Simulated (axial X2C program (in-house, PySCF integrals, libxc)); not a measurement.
# Worked dissociation energy of ScH⁺: HF, without spin–orbit coupling

Computed with an in-house relativistic program for diatomic molecules. Spin-free means the one-electron spin-free X2C Hamiltonian. Basis: Sc dyall-cv3z [10s11p7d5f2g], H dyall-v3z [6s2p1d] (cores contracted in-house); Gaussian nuclei, density fitting, unrestricted open shells. Masses: Sc 44.956 u, H 1.008 u.

Molecular state: M_S = 1/2, Λ = 2 (beyond evenly filled blocks: δ+α).

| Property | Result |
| --- | --- |
| E(Sc+) (2M_S = 2, M_L = 0) | -763.098778 hartree |
| E(H) (2M_S = 1, M_L = 0) | -0.500004 hartree |
| E(ScH⁺) at Re | -763.648496 hartree |
| ωe | 1653.8 cm⁻¹ |
| ωexe | 16.1 cm⁻¹ |

Problem. Work out De and D0.

Solution. De = -763.098778 + (-0.500004) − (-763.648496) = 0.04971 hartree = 1.353 eV. The zero-point energy is ωe/2 − ωexe/4 = 823 cm⁻¹ = 0.102 eV, so D0 = 1.251 eV.

The state is one determinant whose occupation by symmetry is held fixed; it was picked as the lowest of a PBE0 search that is not exhaustive. Dissociation energies refer to the lowest single-determinant-based atoms at the same level and basis. Other states lie close and PBE0, whose exact exchange favours high spin, may order them wrongly; the determinant shown need not be the ground state. The nearest other spin-free determinant of the search, M_S = 1/2, Λ = 1, lies 0.09 eV up at the distance of the search.

Hartree–Fock lacks correlation and underbinds, often by eV.

Each atomic determinant is the lowest at this level and need not be a pure term. Totals compare only within one Hamiltonian and basis.
